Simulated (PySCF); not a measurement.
**Ionisation energy of Ca⁵⁺ by level of theory**

Ca⁵⁺ [Ne] 3s2 3p3 [3p1/2^2 3p3/2^1, M_J = 3/2] → Ca⁶⁺ [Ne] 3s2 3p2 [3p1/2^2, M_J = 0], as a difference of total energies. Calculation: PySCF 2.14, in an even-tempered Gaussian basis (20 s from 0.2 bohr⁻², ratio 2.4; 14 p from 0.26 bohr⁻², ratio 2.4; 5 d from 1.9 bohr⁻², ratio 2.6; 5 f from 2.9 bohr⁻², ratio 2.6); the two-component X2C-1e Hamiltonian. Correlated levels: 1s2 frozen; the 52 highest virtual spinors dropped. "Screened" scales the spin-orbit matrix elements by Boettger's factors to mimic the two-electron term; Breit and QED terms are absent.

```json
{"method": "GHF (spin-free)", "ionisation energy (eV)": "107.30"}
{"method": "GMP2 (spin-free)", "ionisation energy (eV)": "107.75"}
{"method": "GHF (screened spin-orbit)", "ionisation energy (eV)": "107.11"}
{"method": "GMP2 (screened spin-orbit)", "ionisation energy (eV)": "107.56"}
```

Question: How much does correlation contribute at GMP2 (screened spin-orbit)?

Answer: 107.56 − (107.11) = 0.45 eV, measured against GHF (screened spin-orbit).

The labels give the starting determinants; with spin-orbit coupling the two ends relaxed to ⟨J²⟩ = 3.75, ⟨L²⟩ = 0.00, ⟨S²⟩ = 3.74 and ⟨J²⟩ = 1.74, ⟨L²⟩ = 2.00, ⟨S²⟩ = 1.99.

The determinant of Ca⁶⁺ mixes levels of different J (the jj label is only the starting occupation), so the difference between spin-free and spin-orbit rows is not the physical spin-orbit shift.

For comparison: 108.78 ± 0.25 eV (semi-empirical (NIST evaluation); NIST Atomic Spectra Database, ionization energies).
